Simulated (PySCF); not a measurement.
Au: electron affinity

Au⁻ [Xe] 4f14 5d10 6s2 (1S) → Au [Xe] 4f14 5d10 6s1 (2S), as a difference of total energies. Calculation: PySCF 2.14, in def2-TZVPPD with the def2 core potential (60 electrons) (6s5p3d2f1g, 59 functions); a scalar-relativistic core potential. Correlated levels: valence and next inner shell: nothing frozen outside the core potential. The calculations carry no spin-orbit coupling.

| method | electron affinity (eV) |
| --- | --- |
| UHF | 0.435 |
| MP2 (valence and next inner shell) | 2.136 |
| SCS-MP2 (valence and next inner shell) | 2.054 |
| CCSD (valence and next inner shell) | 1.864 |
| CCSD(T) (valence and next inner shell) | 2.030 |

How much does correlation contribute at CCSD(T) (valence and next inner shell)?

2.030 − (0.435) = 1.595 eV, measured against UHF.

Errors of the correlated levels include the incompleteness of this basis.

For comparison: 2.309 eV (measured; photodetachment measurements, as compiled on the Wikipedia data page of electron affinities).
